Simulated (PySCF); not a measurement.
## Radial density of As¹⁸⁺ (arsenic, charge +18)

UHF, [Ne] 3s2 3p3, high-spin 4S determinant. Calculation: PySCF 2.14, in an even-tempered Gaussian basis (18 s from 1.7 bohr⁻², ratio 2.5; 12 p from 2.2 bohr⁻², ratio 2.5; 5 d from 10 bohr⁻², ratio 2.7; 4 f from 16 bohr⁻², ratio 2.7); scalar relativity by spin-free X2C-1e.

| r (bohr) | 4πr²ρ (e/bohr) | 4πr²(ρα − ρβ) |
| --- | --- | --- |
| 0.000685 | 0.2416 | 0.0000 |
| 0.00115 | 0.6075 | 0.0000 |
| 0.00194 | 1.496 | 0.0001 |
| 0.00326 | 3.575 | 0.0003 |
| 0.00548 | 8.095 | 0.0013 |
| 0.00923 | 16.71 | 0.0062 |
| 0.0155 | 29.45 | 0.0331 |
| 0.0261 | 40.00 | 0.1688 |
| 0.0439 | 37.72 | 0.7077 |
| 0.0738 | 32.99 | 1.9694 |
| 0.124 | 45.51 | 2.2964 |
| 0.209 | 32.13 | -0.0293 |
| 0.351 | 12.64 | 4.8542 |
| 0.591 | 9.707 | 5.6134 |
| 0.994 | 0.5404 | 0.3259 |
| 1.67 | 0.0009444 | 0.0005 |

Densities and radii are taken from the X2C orbitals without a picture-change correction, which distorts them close to the nucleus.

Spin-orbit coupling is strong in this species (close to jj coupling), so the high-spin LS determinant is a model state, not a physical level.

(1) Where is the radial spin density 4πr²(ρα − ρβ) most negative, and why is it negative at all?

Answers

(1) Around r = 0.209 bohr, down to -0.0293 e/bohr: exchange with the open shell polarises the paired shells in an unrestricted calculation.
